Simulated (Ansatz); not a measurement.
Sn2F4 (the lowest singlet isomer of a short search), 6 atoms. Hardware: 4 threads of AMD EPYC 9R45 on a shared host.

In the def2 sets Sn takes a core potential; there is no spin–orbit coupling. Correlated methods freeze 12 core orbitals; core or outer-core shells of Sn are correlated, in sets that lack core-valence functions.

Problem. How many basis functions does each of these Ansatz runs have, and roughly what does it cost? r2SCAN-D4/def2-TZVP, charge 0 quintet, energy, from earlier orbitals; PBE with 10 % exact exchange/def2-SVP, charge 0 triplet, energy, from earlier orbitals; RPA@PBE/def2-TZVP, charge 0 singlet, energy, from earlier orbitals; revPBE-D4/def2-TZVP, charge 0 triplet, energy, from earlier orbitals; PBE0-D4/def2-TZVP, charge 0 triplet, energy, from earlier orbitals; CCSD(T)/def2-SVP, charge 0 triplet, energy, from earlier orbitals; PBE-D4/def2-SVP, charge 0 triplet, energy with a search over starts; PBE-D4/def2-TZVP, charge 0 unrestricted singlet, energy, from earlier orbitals; PBE-D4/def2-TZVP, charge 0 triplet, energy, from earlier orbitals; PBE0-D4/def2-SVP, charge 0 unrestricted singlet, energy with a search over starts; ωB97M-V/def2-TZVP, charge 0 singlet, energy, from earlier orbitals; CCSD(T)/def2-SVP, charge 0 singlet, energy, from earlier orbitals.

Solution. Other jobs shared the machine, so times can vary by a factor of up to 3. A dash marks memory too small to be measured apart from the calling script's.

```csv
run,functions,fitting or Cholesky vectors,wall time,peak host memory (GiB)
"PBE0-D4/def2-SVP, charge 0 unrestricted singlet, energy with a search over starts",108,1189,0.8 s,–
"PBE with 10 % exact exchange/def2-SVP, charge 0 triplet, energy, from earlier orbitals",108,1190,0.9 s,–
"PBE-D4/def2-TZVP, charge 0 unrestricted singlet, energy, from earlier orbitals",224,1400,1.1 s,–
"PBE-D4/def2-SVP, charge 0 triplet, energy with a search over starts",108,1174,1.2 s,–
"PBE-D4/def2-TZVP, charge 0 triplet, energy, from earlier orbitals",224,1400,1.2 s,–
"revPBE-D4/def2-TZVP, charge 0 triplet, energy, from earlier orbitals",224,1400,1.2 s,–
"RPA@PBE/def2-TZVP, charge 0 singlet, energy, from earlier orbitals",224,1786,2.2 s,0.7
"r2SCAN-D4/def2-TZVP, charge 0 quintet, energy, from earlier orbitals",224,1400,2.5 s,–
"PBE0-D4/def2-TZVP, charge 0 triplet, energy, from earlier orbitals",224,1546,2.6 s,0.94
"ωB97M-V/def2-TZVP, charge 0 singlet, energy, from earlier orbitals",224,1488,2.9 s,0.89
"CCSD(T)/def2-SVP, charge 0 singlet, energy, from earlier orbitals",108,1189,4.5 s,0.69
"CCSD(T)/def2-SVP, charge 0 triplet, energy, from earlier orbitals",108,1190,20 s,1.7
```
